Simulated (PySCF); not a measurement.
# 3,3,3-trifluoropropanal (O=CCC(F)(F)F, C₃H₃F₃O)

Geometry:
```tsv
atom	x (Å)	y (Å)	z (Å)
O1	2.303	0.654	0.576
C2	1.107	0.720	0.551
C3	0.214	-0.480	0.323
C4	-0.921	-0.196	-0.628
F5	-0.467	0.205	-1.817
F6	-1.676	-1.277	-0.822
F7	-1.715	0.773	-0.157
H8	0.568	1.686	0.723
H9	-0.232	-0.769	1.290
H10	0.817	-1.318	-0.051
```

Computed with PySCF, quadratic response CAM-B3LYP/def2-TZVPD first hyperpolarisability, Taylor convention, gas phase. Geometry: PBE0-D3(BJ)/def2-SVP.

Q: Give the tensor of the second harmonic β(−2ω;ω,ω) at 1064 nm in the axes of these coordinates.

A: In au, Taylor convention; rows are the first index (the induced dipole):
```
     xx     yy     zz    xy    xz     yz
x  -3.9   -3.2   +8.3  -8.9  -8.3   -5.6
y  -8.5   -6.5   +7.4  -2.9  -5.5  -11.0
z  -8.2  -11.0  -30.6  -5.4  +8.3   +7.3
```
Norm of βᵢ = ⅓ Σⱼ (βᵢⱼⱼ + βⱼᵢⱼ + βⱼⱼᵢ): 50.5 au, hyper-Rayleigh value 20.5 au.
